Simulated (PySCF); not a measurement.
Precursor series Zr Cl-Br. Isolated molecules, 0 K electronic values unless said otherwise.

These are PBE-D3(BJ)/def2-TZVP // TPSS-D3(BJ)/def2-SVP run with PySCF values and carry that method's errors. 

| species | HOMO (eV) | charge on the central atom (Mulliken) (e) | LUMO (eV) | coordination number |
|---|---|---|---|---|
| 0 of 4 Cl replaced by Br ([Zr(Cl)4]) | -8.34 | 1.20 | -3.57 | 4 |
| 3 of 4 Cl replaced by Br | -7.68 | 1.15 | -3.63 | 4 |
| 4 of 4 Cl replaced by Br ([Zr(Br)4]) | -7.66 | 1.14 | -3.64 | 4 |
